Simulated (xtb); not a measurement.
octasulfur (S₈), singlet, geometry from GFN2-xTB; GFN2-xTB (xtb).

Here is a job for xtb.
```
$ xtb mol.xyz --gfn 2 --hess --json

# file mol.xyz
8

S      1.75411790    -1.78962887     0.07332880
S      1.52958456    -0.06385551     1.13564303
S      1.91565693     1.61650911     0.04727578
S      0.12771566     2.07563782    -0.95606029
S     -1.36295301     1.78306853     0.41879447
S     -2.36887737     0.11051203    -0.23977795
S     -1.52527058    -1.63948521     0.44497305
S     -0.06997411    -2.09275791    -0.92417688
```

**Question.** Write the output that xtb gives for this input, abridged.

**Answer.** 
```
   ID    Z sym.   atoms
    1   16 S      1-8

           -------------------------------------------------
          |                Calculation Setup                |
           -------------------------------------------------

           -------------------------------------------------
          |                 G F N 2 - x T B                 |
           -------------------------------------------------

          ...................................................
          :                      SETUP                      :
          :.................................................:
          :  # basis functions                  80          :
          :  # atomic orbitals                  72          :
          :  # shells                           24          :
          :  # electrons                        48          :
          :  max. iterations                   250          :
          :  Hamiltonian                  GFN2-xTB          :
          :  restarted?                      false          :
          :  GBSA solvation                  false          :
          :  PC potential                    false          :
          :  electronic temp.          300.0000000     K    :
          :  accuracy                    1.0000000          :
          :  -> integral cutoff          0.2500000E+02      :
          :  -> integral neglect         0.1000000E-07      :
          :  -> SCF convergence          0.1000000E-05 Eh   :
          :  -> wf. convergence          0.1000000E-03 e    :
          :  Broyden damping             0.4000000          :
          :  net charge                          0          :
          :  unpaired electrons                  0          :
          ...................................................

 iter      E             dE          RMSdq      gap      omega  full diag
   1    -26.1298807 -0.261299E+02  0.108E+01    2.72       0.0  T
   2    -26.1471117 -0.172310E-01  0.451E+00    2.52       1.0  T
   3    -26.1503725 -0.326081E-02  0.766E-01    2.38       1.0  T
   4    -26.1503839 -0.113815E-04  0.188E-01    2.37       1.0  T
   5    -26.1503851 -0.126571E-05  0.487E-02    2.37       1.0  T
   6    -26.1503855 -0.336496E-06  0.119E-02    2.37       3.0  T
   7    -26.1503855 -0.226620E-07  0.642E-03    2.37       5.5  T
   8    -26.1503855 -0.122580E-07  0.222E-03    2.37      15.9  T
   9    -26.1503855 -0.233893E-08  0.105E-03    2.37      33.7  T
  10    -26.1503855 -0.587814E-09  0.521E-04    2.37      67.8  T
  11    -26.1503855 -0.160718E-09  0.158E-04    2.37     224.0  T

   *** convergence criteria satisfied after 11 iterations ***

         :::::::::::::::::::::::::::::::::::::::::::::::::::::
         ::                     SUMMARY                     ::
         :::::::::::::::::::::::::::::::::::::::::::::::::::::
         :: total energy             -26.109374158825 Eh    ::
         :: gradient norm              0.000010842021 Eh/a0 ::
         :: HOMO-LUMO gap              2.374205351378 eV    ::
         ::.................................................::
         :: SCC energy               -26.150345815734 Eh    ::
         :: -> isotropic ES           -0.000194715310 Eh    ::
         :: -> anisotropic ES          0.005656209482 Eh    ::
         :: -> anisotropic XC          0.020075304064 Eh    ::
         :: -> dispersion             -0.021207663832 Eh    ::
         :: repulsion energy           0.040971656909 Eh    ::
         :: add. restraining           0.000000000000 Eh    ::
         :: total charge               0.000000000000 e     ::
         :::::::::::::::::::::::::::::::::::::::::::::::::::::

           -------------------------------------------------
          |                Numerical Hessian                |
           -------------------------------------------------
step length          :   0.00500
SCC accuracy         :   0.30000
Hessian scale factor :   1.00000
frozen atoms in %    :   0.00000    0
RMS gradient         :   0.00001
estimated CPU  time      0.03 min

writing file <hessian>.

 projected vibrational frequencies (cm⁻¹)
eigval :       -0.00     0.00     0.00     0.00     0.00     0.00
eigval :       41.22    60.90   103.17   109.83   139.36   165.32
eigval :      185.23   211.07   211.14   243.93   331.94   383.54
eigval :      403.02   451.35   456.02   472.62   480.98   487.00
           -------------------------------------------------
          |                Property Printout                |
           -------------------------------------------------

    * Orbital Energies and Occupations

         #    Occupation            Energy/Eh            Energy/eV
      -------------------------------------------------------------
         1        2.0000           -0.7736224             -21.0513
       ...           ...                  ...                  ...
        12        2.0000           -0.5171047             -14.0711
        13        2.0000           -0.5146136             -14.0033
        14        2.0000           -0.5109154             -13.9027
        15        2.0000           -0.5030075             -13.6875
        16        2.0000           -0.4974598             -13.5366
        17        2.0000           -0.4547589             -12.3746
        18        2.0000           -0.4470982             -12.1662
        19        2.0000           -0.4383357             -11.9277
        20        2.0000           -0.4297919             -11.6952
        21        2.0000           -0.4243464             -11.5471
        22        2.0000           -0.4172248             -11.3533
        23        2.0000           -0.4121274             -11.2146
        24        2.0000           -0.3938534             -10.7173 (HOMO)
        25                         -0.3066030              -8.3431 (LUMO)
        26                         -0.3032795              -8.2527
        27                         -0.3019574              -8.2167
[...]
   full:       -0.026       0.002       0.106       0.277
molecular quadrupole (traceless):
                xx          xy          yy          xz          yz          zz
 q only:        0.050      -0.008      -0.110      -0.046       0.003       0.060
  q+dip:       -0.001      -0.002      -0.074       0.176      -0.007       0.075
   full:        0.772      -0.034       0.019       0.232      -0.017      -0.790

           -------------------------------------------------
Molecule has the following symmetry elements: (sigma)
It seems to be the Cs point group
          |               Frequency Printout                |
           -------------------------------------------------
 projected vibrational frequencies (cm⁻¹)
eigval :       -0.00     0.00     0.00     0.00     0.00     0.00
eigval :       41.22    60.90   103.17   109.83   139.36   165.32
eigval :      185.23   211.07   211.14   243.93   331.94   383.54
eigval :      403.02   451.35   456.02   472.62   480.98   487.00
 reduced masses (amu)
   1: 32.06   2: 32.06   3: 32.06   4: 32.06   5: 32.06   6: 32.06   7: 32.06   8: 32.06
   9: 32.06  10: 32.06  11: 32.06  12: 32.06  13: 32.06  14: 32.06  15: 32.06  16: 32.06
  17: 32.06  18: 32.06  19: 32.06  20: 32.06  21: 32.06  22: 32.06  23: 32.06  24: 32.06
 IR intensities (km·mol⁻¹)
   1:  0.00   2:  0.00   3:  0.00   4:  0.00   5:  0.00   6:  0.00   7:  0.05   8:  0.03
   9:  0.07  10:  0.01  11:  0.50  12:  1.54  13:  1.59  14:  0.70  15:  0.04  16:  2.48
  17:  0.68  18:  6.08  19:  2.46  20:  6.83  21:  6.93  22:  0.44  23:  5.42  24:  2.06
 Raman intensities (Ä⁴*amu⁻¹)
   1:  0.00   2:  0.00   3:  0.00   4:  0.00   5:  0.00   6:  0.00   7:  0.00   8:  0.00
   9:  0.00  10:  0.00  11:  0.00  12:  0.00  13:  0.00  14:  0.00  15:  0.00  16:  0.00
  17:  0.00  18:  0.00  19:  0.00  20:  0.00  21:  0.00  22:  0.00  23:  0.00  24:  0.00
 output can be read by thermo (or use thermo option).
 writing <g98.out> molden fake output.
 recommended (thermochemical) frequency scaling factor: 1.0
           -------------------------------------------------
          |             Thermodynamic Functions             |
           -------------------------------------------------

cs  symmetry found (for desy threshold:  0.10E+00) used in thermo

          ...................................................
          :                      SETUP                      :
          :.................................................:
          :  # frequencies                          18      :
          :  # imaginary freq.                       0      :
          :  linear?                             false      :
          :  only rotor calc.                    false      :
          :  symmetry                               cs      :
          :  rotational number                       1      :
          :  scaling factor                  1.0000000      :
          :  rotor cutoff                   50.0000000 cm⁻¹ :
          :  imag. cutoff                  -20.0000000 cm⁻¹ :
          :.................................................:

    mode    ω/cm⁻¹     T·S(HO)/kcal·mol⁻¹    T·S(FR)/kcal·mol⁻¹   T·S(vib)
   ------------------------------------------------------------------------
       1     41.22    -1.55024 ( 31.60%)    -1.11362 ( 68.40%)    -1.25158
       2     60.90    -1.32014 ( 68.76%)    -0.99803 ( 31.24%)    -1.21951
       3    103.17    -1.01177 ( 94.77%)    -0.84191 (  5.23%)    -1.00289
       4    109.83    -0.97550 ( 95.88%)    -0.82338 (  4.12%)    -0.96924
       5    139.36    -0.83858 ( 98.37%)    -0.75285 (  1.63%)    -0.83719
       6    165.32    -0.74182 ( 99.17%)    -0.70226 (  0.83%)    -0.74149
       7    185.23    -0.67830 ( 99.47%)    -0.66857 (  0.53%)    -0.67825
       8    211.07    -0.60656 ( 99.69%)    -0.62989 (  0.31%)    -0.60664
       9    211.14    -0.60637 ( 99.69%)    -0.62978 (  0.31%)    -0.60644
      10    243.93    -0.52893 ( 99.82%)    -0.58703 (  0.18%)    -0.52904
   ------------------------------------------------------------------------

   temp. (K)  partition function   enthalpy   heat capacity  entropy
                                   cal/mol     cal/K/mol   cal/K/mol   J/K/mol
 298.15  VIB  0.902E+04             5527.596     28.986     35.243
         ROT  0.201E+07              888.752      2.981     31.823
         INT  0.181E+11             6416.349     31.967     67.066
         TR   0.397E+28             1481.254      4.968     42.507
         TOT                        7897.6027    36.9348   109.5726   458.4518

       T/K    H(0)-H(T)+PV         H(T)/Eh          T*S/Eh         G(T)/Eh
   ------------------------------------------------------------------------
    298.15    0.125856E-01    0.238344E-01    0.520615E-01   -0.282271E-01
   ------------------------------------------------------------------------

         :::::::::::::::::::::::::::::::::::::::::::::::::::::
         ::                  THERMODYNAMIC                  ::
         :::::::::::::::::::::::::::::::::::::::::::::::::::::
         :: total free energy         -26.137601223373 Eh   ::
         ::.................................................::
         :: total energy              -26.109374158834 Eh   ::
         :: zero point energy           0.011248783371 Eh   ::
         :: G(RRHO) w/o ZPVE           -0.039475847910 Eh   ::
         :: G(RRHO) contrib.           -0.028227064539 Eh   ::
         :::::::::::::::::::::::::::::::::::::::::::::::::::::

           -------------------------------------------------
          | TOTAL ENERGY              -26.109374158834 Eh   |
          | TOTAL ENTHALPY            -26.085539744410 Eh   |
          | TOTAL FREE ENERGY         -26.137601223373 Eh   |
          | GRADIENT NORM               0.000011241650 Eh/α |
          | HOMO-LUMO GAP               2.374203443862 eV   |
           -------------------------------------------------

normal termination of xtb
```
